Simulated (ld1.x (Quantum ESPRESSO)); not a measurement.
# u(r) = r·R(r): atom against pseudo-atom (zirconium (Zr))

Columns: radius, all-electron u(r) and pseudo u(r) of the 4p shell (level -32.55 eV) of zirconium in the configuration [Ar] 3d10 4s2 4p6 4d2 5s2 5p0; BP86, scalar-relativistic, ultrasoft scheme, ld1.x (Quantum ESPRESSO) 7.5.

```json
{"r (bohr)": "0.148", "all-electron": "0.1127", "pseudo": "0.0358"}
{"r (bohr)": "0.295", "all-electron": "-0.4644", "pseudo": "0.1364"}
{"r (bohr)": "0.443", "all-electron": "-0.3510", "pseudo": "0.2864"}
{"r (bohr)": "0.590", "all-electron": "0.0800", "pseudo": "0.4599"}
{"r (bohr)": "0.738", "all-electron": "0.4954", "pseudo": "0.6322"}
{"r (bohr)": "0.885", "all-electron": "0.7778", "pseudo": "0.7761"}
{"r (bohr)": "1.033", "all-electron": "0.9256", "pseudo": "0.8752"}
{"r (bohr)": "1.180", "all-electron": "0.9661", "pseudo": "0.9188"}
{"r (bohr)": "1.328", "all-electron": "0.9349", "pseudo": "0.9085"}
{"r (bohr)": "1.475", "all-electron": "0.8624", "pseudo": "0.8538"}
{"r (bohr)": "1.623", "all-electron": "0.7693", "pseudo": "0.7693"}
{"r (bohr)": "1.770", "all-electron": "0.6711", "pseudo": "0.6723"}
{"r (bohr)": "1.918", "all-electron": "0.5750", "pseudo": "0.5752"}
{"r (bohr)": "2.065", "all-electron": "0.4870", "pseudo": "0.4870"}
{"r (bohr)": "2.213", "all-electron": "0.4081", "pseudo": "0.4081"}
{"r (bohr)": "2.360", "all-electron": "0.3399", "pseudo": "0.3399"}
{"r (bohr)": "2.508", "all-electron": "0.2811", "pseudo": "0.2811"}
{"r (bohr)": "2.655", "all-electron": "0.2318", "pseudo": "0.2318"}
{"r (bohr)": "2.802", "all-electron": "0.1904", "pseudo": "0.1904"}
{"r (bohr)": "2.950", "all-electron": "0.1557", "pseudo": "0.1557"}
{"r (bohr)": "3.098", "all-electron": "0.1270", "pseudo": "0.1270"}
{"r (bohr)": "3.245", "all-electron": "0.1035", "pseudo": "0.1035"}
{"r (bohr)": "3.393", "all-electron": "0.0840", "pseudo": "0.0840"}
{"r (bohr)": "3.540", "all-electron": "0.0682", "pseudo": "0.0682"}
{"r (bohr)": "3.688", "all-electron": "0.0552", "pseudo": "0.0552"}
{"r (bohr)": "3.835", "all-electron": "0.0447", "pseudo": "0.0447"}
```

How many radial nodes do the two functions have?

The all-electron 4p function has n − l − 1 = 2; the pseudo-wave has 0, since the states of the same l below it are removed with the core.

At about which radius was the pseudo-wave matched?

2.05 bohr, where the columns begin to agree (steps of 0.15 bohr).

Is the pseudo-wave norm-conserving?

No, it belongs to an ultrasoft set: the norm inside the radius is not constrained, and the difference is carried by the augmentation charge.
